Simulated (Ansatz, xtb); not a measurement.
**Relaxing a trial structure of B2ClHSi+**

The starting geometry of this gas-phase doublet was built from a drawn formula by distance geometry and a force field; its bonds are those of `ClB1[B][SiH+]1`.

```json
{"atom": "B", "x (Å)": "-0.4342", "y (Å)": "1.5587", "z (Å)": "0.2471"}
{"atom": "B", "x (Å)": "1.0388", "y (Å)": "2.1519", "z (Å)": "0.9230"}
{"atom": "Cl", "x (Å)": "-1.5420", "y (Å)": "1.3395", "z (Å)": "-1.1546"}
{"atom": "Si", "x (Å)": "-0.0790", "y (Å)": "1.2895", "z (Å)": "2.0796"}
{"atom": "H", "x (Å)": "-0.4853", "y (Å)": "0.7525", "z (Å)": "3.4167"}
```

Task: Predict what it relaxes into with r2SCAN-D4/def2-SVP.

Result: A bond breaks, leaving `[SiH+]=B[B]Cl`. Contacts that open: B1–Si4 (1.89 → 3.40 Å).

The energy falls by 1.17 eV over 19 steps:

| step | E − E(last) (eV) |
| --- | --- |
| 1 | 1.166 |
| 3 | 0.331 |
| 5 | 0.296 |
| 7 | 0.270 |
| 9 | 0.256 |
| 11 | 0.226 |
| 13 | 0.101 |
| 15 | 0.028 |
| 17 | 0.001 |
| 19 | 0.000 |

Final geometry (Å):

```xyz
5

B    -0.6102    1.6413   -0.4435
B    -0.2793    1.4310    1.0953
Cl   -0.8497    1.9130   -2.0419
Si   -0.3418    0.9594    2.8755
H     0.5794    1.1475    4.0264
```

From the same start GFN2-xTB reaches the same bonding as this run.

The end wasn't checked by frequencies. Open shells are spin-unrestricted. Run with Ansatz 0.2.0, 2.1 min on 1 thread of Intel(R) Xeon(R) 6975P-C (Granite Rapids), with other jobs on the host.
